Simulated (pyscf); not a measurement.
**H₂N–SiH₃ (SMILES N[SiH3]), singlet**

Gas-phase minimum from PySCF at ωB97X-D3(BJ)/def2-SVP, one conformer. 

```xyz
7

N      0.5080     0.6383    -0.5649
Si    -1.0135     0.5014    -1.3861
H      0.5260     0.7919     0.4379
H      1.2798     1.1205    -1.0134
H     -1.8097     1.7664    -1.5146
H     -0.7518     0.0061    -2.7688
H     -1.8585    -0.4740    -0.6376
```

Bonds (Å): N1–Si2 1.734, N1–H3 1.015, N1–H4 1.015, Si2–H5 1.500, Si2–H6 1.492, Si2–H7 1.492. Angles (°): Si2–N1–H3 119.7, Si2–N1–H4 119.7, H3–N1–H4 110.6, N1–Si2–H5 116.1, N1–Si2–H6 108.1, N1–Si2–H7 108.1, H5–Si2–H6 107.1, H5–Si2–H7 107.1, H6–Si2–H7 110.3.

Properties at ωB97X-D3(BJ)/def2-SVP:

```json
{
 "harmonic_wavenumbers_unscaled": "186, 386, 628, 721, 854, 916, 935, 998, 1014, 1559, 2201, 2257, 2257, 3619, 3713 cm⁻¹",
 "zero_point_energy": "31.8 kcal/mol",
 "rotational_symmetry_number": "1",
 "Entropy of this conformer at 298 K and 1 atm, rigid rotor and harmonic oscillator, modes under 100 cm⁻¹ raised to 100": "263.7 J/(mol K)",
 "dipole_moment": "1.39 D"
}
```

Single-point totals, which compare only within one level (frozen core for MP2 and CC):

```
level                   total energy (hartree)
----------------------  ----------------------
ωB97X-D3(BJ)/def2-TZVP              -347.35008
PBE/def2-TZVP                       -347.06914
r²SCAN/def2-TZVP                    -347.23663
B3LYP-D3(BJ)/def2-TZVP              -347.33456
PBE0-D3(BJ)/def2-TZVP               -347.10948
M06-2X/def2-TZVP                    -347.24631
ωB97M-D3(BJ)/def2-TZVP              -347.35293
HF/def2-TZVPP                       -346.34963
MP2/def2-TZVPP                      -346.70205
CCSD/def2-TZVPP                     -346.73305
CCSD(T)/def2-TZVPP                  -346.74539
```

Soft torsions are taken as harmonic, which can shift the entropy by several J/(mol K). The CCSD(T) − MP2 part came from Ansatz, without density fitting, on the same reference.
